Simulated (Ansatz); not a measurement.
```yaml
crystal:
  periodic: [false, false, false]
  atoms:
    - {symbol: O, position_ang: [-1.004573, 1.032143, -0.258570]}
    - {symbol: Hf, position_ang: [0.248561, -0.352351, 0.002754]}
    - {symbol: F, position_ang: [0.107129, -1.579512, -1.431316]}
    - {symbol: Cl, position_ang: [-0.220568, -1.473318, 2.004948]}
    - {symbol: Br, position_ang: [2.563756, 0.595632, 0.046625]}
    - {symbol: H, position_ang: [-1.652307, 1.713505, -0.410542]}
basis:
  gaussian: {orbitals: def2-SVPD}
hamiltonian: {xc: {name: HF}}
correlation: {active_space: {window: {electrons: 6, orbitals: 2}}}
output: {forces: true}
```

```sh
$ ansatz run in.yaml --threads 4 --pin off --events-out ev --progress --plain --max-ram 10444MiB
```

Shortened log:

```
Functional definition: HF
1479 factors; integrals over basis functions are off by at most 9.8e-4 eV
mean field evaluation 1: about -88541.3069 eV, gradient 5.2e1 eV
mean field evaluation 2: about -88541.3725 eV, gradient 5.2e1 eV
mean field evaluation 4: about -88546.4837 eV, gradient 2.3e0 eV
mean field evaluation 8: about -88546.5196 eV, gradient 2.1e-1 eV
mean field -88546.51973669 eV, -3254.0245813365 hartree, gradient 3.0e-6 eV, S^2 0.000000; 0 other end points of the search recorded, 0 dependent functions left out
reference -88546.51973669 eV, -3254.0245813365 hartree; 41, 41 occupied and 116, 116 virtual orbitals, 1479 factors
Error: 6 electrons in 2 orbitals form no window around the highest filled level of the reference
```

**Question.** Something in this input is off. What?

**Answer.** The active space doesn't fit the electrons. The run stopped with an error.
